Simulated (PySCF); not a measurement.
W(NH)(F)2(Cl)2 (Cl₂F₂HNW), SMILES [Cl][W]([F])(=[NH])([Cl])[F], multiplicity 1.

Geometry: PBE0-D3(BJ)/def2-SVP. The spin state was assumed, not searched. The structure was generated by enumeration; whether it is a known compound was not checked. The def2 effective core potentials stand for the cores of W; spin–orbit coupling is left out.

Method: PBE0-D3(BJ)/def2-SVP (PySCF).

Frequencies are harmonic and unscaled.

### Question
Estimate the vibrational spectrum. (An estimate is asked for; the answer gives what the named calculation found.)

### Answer

| mode | ν (cm⁻¹) | IR (km/mol) | Raman (Å⁴/amu) | depolarisation | moving atoms (share of kinetic energy) |
|---|---|---|---|---|---|
| 1 | 67 | 0.7 | 1.0 | 0.75 | F 70 %, N 14 %, H 9 % |
| 2 | 88 | 0.0 | 2.8 | 0.75 | Cl 72 %, F 15 % |
| 3 | 162 | 0.6 | 0.8 | 0.67 | F 36 %, W 19 %, Cl 15 %, N 15 %, H 14 % |
| 4 | 176 | 1.7 | 0.6 | 0.75 | F 58 %, W 15 %, Cl 15 % |
| 5 | 206 | 1.6 | 2.4 | 0.70 | Cl 47 %, W 20 %, F 16 %, N 13 % |
| 6 | 251 | 3.9 | 7.2 | 0.75 | N 34 %, Cl 29 %, F 23 %, H 13 % |
| 7 | 334 | 9.3 | 4.0 | 0.75 | F 73 %, N 16 %, H 8 % |
| 8 | 405 | 15.2 | 9.9 | 0.11 | Cl 90 %, W 8 % |
| 9 | 416 | 68.1 | 1.4 | 0.75 | Cl 77 %, W 21 % |
| 10 | 638 | 120.6 | 1.8 | 0.19 | F 91 %, W 9 % |
| 11 | 708 | 86.1 | 5.8 | 0.06 | F 89 %, W 8 % |
| 12 | 791 | 140.1 | 0.7 | 0.55 | H 65 %, N 29 % |
| 13 | 827 | 107.4 | 0.6 | 0.75 | H 69 %, N 29 % |
| 14 | 1035 | 83.7 | 36.3 | 0.14 | N 85 % |
| 15 | 3641 | 201.6 | 161.7 | 0.36 | H 92 % |
